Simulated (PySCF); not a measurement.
# MN15 on Os⁺ (osmium, charge +1)

Configuration: [Xe] 4f14 5d6 6s1, high-spin 6D determinant. Calculation: PySCF 2.14, in cc-pVDZ-PP with ECP60MDF (4s4p3d1f, 38 functions); scalar relativity through the core potential.

```json
{
  "Total energy": "-90.3344 hartree",
  "One-electron energy": "-150.4239 hartree",
  "Hartree (Coulomb) energy": "69.1620 hartree",
  "Exchange-correlation energy": "-9.0725 hartree",
  "⟨S²⟩": "8.7519",
  "⟨L²⟩": "6.006",
  "Sum of ⟨r⟩": "22.70 bohr",
  "Sum of ⟨r²⟩": "42.68 bohr²",
  "Traceless quadrupole moment −½Σ⟨3z² − r²⟩ along its main axis": "1.08 e·bohr²",
  "Time after the integrals": "1.5 s of wall time on 1 thread of Neoverse-N1 (shared host)"
}
```

```csv
shell,electrons,mean orbital energy (eV),spread (eV),"rms radius, mean of both spins (bohr)"
5s α,1,-103.02,0,1.09
5s β,1,-100.92,0,1.09
5p α,3,-62.719,1.131,1.26
5p β,3,-60.090,0.368,1.26
5d α,5,-17.466,1.270,1.92
6s α,1,-15.465,0,2.94
5d β,1,-14.915,0,1.92
```

Energies and moments cover only the electrons outside the core potential. Spin-orbit coupling, absent here, splits the open shell strongly.
